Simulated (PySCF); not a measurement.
C4H6Si. Atoms are numbered in the order given.

```xyz
11

C      2.4575     0.4865     1.2051
C      1.5591     0.2629     0.4151
Si     0.1878    -0.0841    -0.7594
C     -1.3513    -0.5940     0.1655
C     -2.5133     0.0608     0.0643
H      3.2526     0.6857     1.9017
H     -0.1059     1.1457    -1.5532
H      0.6461    -1.1695    -1.6783
H     -1.3013    -1.4737     0.8206
H     -2.6241     0.9485    -0.5690
H     -3.4091    -0.2564     0.6099
```
Charge 0, spin multiplicity 1.

Coordinates come from a PBE0-D3(BJ)/def2-SVP optimisation. One conformer was computed; it need not be the lowest.

Computed with B3LYP/pcSseg-1 (PySCF).

GIAO shieldings, no solvent; atoms listed in one row are averaged. δ = σ(ref) − σ: ¹³C against TMS (σ = 181.3 ppm); ²⁹Si against TMS (σ = 338.7 ppm); ¹H against TMS (σ = 31.68 ppm), references at their B3LYP-D3(BJ)/def2-TZVP geometries, non-relativistic.

| nucleus | atoms | count | δ (ppm) |
|---|---|---|---|
| ¹³C | C5 | 1 | 147.4 |
| ¹³C | C4 | 1 | 142.0 |
| ¹³C | C1 | 1 | 104.4 |
| ¹³C | C2 | 1 | 85.4 |
| ²⁹Si | Si3 | 1 | -66.2 |
| ¹H | H9 | 1 | 6.51 |
| ¹H | H10, H11 | 2 | 6.47 |
| ¹H | H8 | 1 | 4.84 |
| ¹H | H7 | 1 | 4.60 |
| ¹H | H6 | 1 | 2.56 |
